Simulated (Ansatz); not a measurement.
A run on `C[B]CC` radical with other settings.

```yaml
crystal:
  periodic: [false, false, false]
  atoms:
    - {symbol: C, position_ang: [0.165040, 1.760091, 0.580947]}
    - {symbol: B, position_ang: [-0.941081, 0.791901, 0.106881]}
    - {symbol: C, position_ang: [-0.861770, -0.704935, -0.285948]}
    - {symbol: C, position_ang: [0.527060, -1.341008, -0.372633]}
    - {symbol: H, position_ang: [0.637117, 2.132058, -0.342570]}
    - {symbol: H, position_ang: [-0.187746, 2.638261, 1.123639]}
    - {symbol: H, position_ang: [0.963575, 1.272033, 1.154280]}
    - {symbol: H, position_ang: [-1.424536, -0.866182, -1.214005]}
    - {symbol: H, position_ang: [-1.472934, -1.224713, 0.469804]}
    - {symbol: H, position_ang: [1.066358, -1.249910, 0.573283]}
    - {symbol: H, position_ang: [1.135703, -0.858239, -1.141226]}
    - {symbol: H, position_ang: [0.470217, -2.404557, -0.618554]}
basis:
  gaussian: {orbitals: pcseg-2, fitting: {mean_field: cc-pVTZ-jkfit}}
total_charge: -1
hamiltonian: {xc: {name: wB97X}}
accuracy: high
output: {forces: true}
```

```sh
$ ansatz run in.yaml --threads 2 --pin off --events-out ev --progress --plain --max-ram 32768MiB --backend cpu
```

It prints (some lines left out):

```
Functional definition: wB97X
  name "wB97X"
  cite "Chai & Head-Gordon, J. Chem. Phys. 128, 084106 (2008) doi:10.1063/1.2834918"
  cite "Becke, J. Chem. Phys. 107, 8554 (1997) doi:10.1063/1.475007"
  parameter omega = 0.3/bohr
  parameter cx = 0.157706
  parameter cx1 = 0.726479
  parameter cx2 = 1.04760
  parameter cx3 = -5.70635
  parameter cx4 = 13.2794
  parameter css1 = -4.33879
  parameter css2 = 18.2308
  parameter css3 = -31.7430
  parameter css4 = 17.2901
  parameter cos1 = 2.37031
  parameter cos2 = -11.3995
  parameter cos3 = 6.58405
  parameter cos4 = -3.78132
  # The coefficients of nought are those of the uniform gas.
  exchange = spin_sum(e_x_unif_sr(omega)*poly(b97_u_x, 1 - cx, cx1, cx2, cx3, cx4)) + cx*exact_x_sr(omega)
      + exact_x_lr(omega)
  correlation = spin_sum(e_c_pw_same_spin*poly(b97_u_same, 1, css1, css2, css3, css4))
      + integral(e_c_pw_opposite_spin*poly(b97_u_opposite, 1, cos1, cos2, cos3, cos4))
556 factors; integrals over basis functions are off by at most 7.9e-1 eV
556 factors; integrals over basis functions are off by at most 3.4e-6 eV
mean field evaluation 1: about -3911.9138 eV, gradient 3.6e1 eV
mean field evaluation 2: about -3913.7183 eV, gradient 2.6e1 eV
mean field evaluation 4: about -3915.5074 eV, gradient 9.1e-1 eV
mean field evaluation 8: about -3915.5205 eV, gradient 3.5e-2 eV
mean field evaluation 16: about -3915.5206 eV, gradient 2.8e-4 eV
mean field -3915.52055209 eV, -143.8927262541 hartree, gradient 3.2e-8 eV, S^2 0.000000; 0 other end points of the search recorded, 0 dependent functions left out
the calculation of the forces begins
reference -3915.52054852 eV, -143.8927261228 hartree; 16, 16 occupied and 216, 216 virtual orbitals, 556 factors
Total energy: -3915.52054852 eV, -143.8927261228 hartree
Atom 0 at     0.165040     1.760091     0.580947 Å, force     0.837317    -0.170291     0.112993 eV/Å
Atom 1 at    -0.941081     0.791901     0.106881 Å, force    -2.825224     1.430844    -0.214733 eV/Å
Atom 2 at    -0.861770    -0.704935    -0.285948 Å, force     0.750647    -0.701496    -0.048019 eV/Å
Atom 3 at     0.527060    -1.341008    -0.372633 Å, force     0.127211    -0.403688    -0.107238 eV/Å
Atom 4 at     0.637117     2.132058    -0.342570 Å, force    -0.013495     0.027916    -0.128025 eV/Å
Atom 5 at    -0.187746     2.638261     1.123639 Å, force     0.065002    -0.198048    -0.124144 eV/Å
Atom 6 at     0.963575     1.272033     1.154280 Å, force     0.584985    -0.071796     0.440485 eV/Å
Atom 7 at    -1.424536    -0.866182    -1.214005 Å, force     0.127513     0.057769     0.159349 eV/Å
Atom 8 at    -1.472934    -1.224713     0.469804 Å, force     0.107207     0.145699    -0.067249 eV/Å
Atom 9 at     1.066358    -1.249910     0.573283 Å, force     0.030185     0.035657     0.006238 eV/Å
Atom 10 at     1.135703    -0.858239    -1.141226 Å, force     0.031165     0.027441     0.009482 eV/Å
Atom 11 at     0.470217    -2.404557    -0.618554 Å, force     0.177486    -0.180006    -0.039140 eV/Å
Dipole moment:     1.203807    -0.975575    -0.069516 e Å
```

Hardware: 2 threads of a server CPU on a shared host. Wall time 30 s, peak host memory 0.77 GiB.
